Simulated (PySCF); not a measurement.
Below is a simulated gas-phase C 1s photoelectron spectrum of `C/N=C\C[AsH2]`.

Every computed line was given a Gaussian of 0.7 eV full width at half maximum and an area set by the number of equivalent atoms; the highest printed point is 100. Method: delta-SCF UKS SCAN, pcX-2 on the ionised atom, pcseg-1 elsewhere, spin-free X2C (PySCF).

binding energy (eV), intensity and a bar:
```
    289.8          0 
    289.9          0 
    290.0          1 
    290.1          3 #
    290.2          6 ##
    290.3         12 ####
    290.4         20 ######
    290.5         30 #########
    290.6         42 #############
    290.7         54 ################
    290.8         64 ###################
    290.9         73 ######################
    291.0         81 ########################
    291.1         89 ###########################
    291.2         96 #############################
    291.3        100 ##############################
    291.4         98 #############################
    291.5         89 ###########################
    291.6         73 ######################
    291.7         55 #################
    291.8         38 ###########
    291.9         23 #######
    292.0         13 ####
    292.1          7 ##
    292.2          3 #
    292.3          1 
    292.4          0 
    292.5          0
```

Q: Count the maxima, the lines and the sites behind this envelope.

A: The curve has 1 maximum (at 291.3 eV). Under it lie 3 lines from 3 inequivalent carbon sites. At this width some lines have no maximum of their own.

Q: Decompose the envelope and assign each component. Numbering: `[CH3:1]/[N:2]=[CH:3]\[CH2:4][AsH2:5]`.

A: 
```json
{"position (eV)": "290.80", "relative area": "1", "line": "C 1s", "atoms": "C4", "environment": "chain CH2 carbon"}
{"position (eV)": "291.29", "relative area": "1", "line": "C 1s", "atoms": "C1", "environment": "N-methyl carbon"}
{"position (eV)": "291.48", "relative area": "1", "line": "C 1s", "atoms": "C3", "environment": "imine carbon"}
```

Lowest listed C 1s: C4, bonded to C, 2 H and As. Highest, 0.68 eV above it: C3, bonded to N (double bond), C and H. Summing the Pauling electronegativity differences to the bonded atoms, each weighted by its formal bond order, gives -1.07 for the lowest site and +0.63 for the highest; no listed site has a larger sum than the highest.

The curve has no shake-up lines and no vibrational structure. Geometry: PBE0-D3(BJ)/def2-SVP, one conformer, isolated molecule.

Hardware: Arm Neoverse V2, one thread, shared host with 96 logical CPUs at a one-minute load of 22. Cost: 25 s wall, 0.56 GiB resident at most.

Conformer computed: `[CH3:1]/[N:2]=[CH:3]\[CH2:4][AsH2:5]`: N2–C3–C4–As5 94°, H–As5–C4–C3 44°, H–As5–C4–C3 -48°.
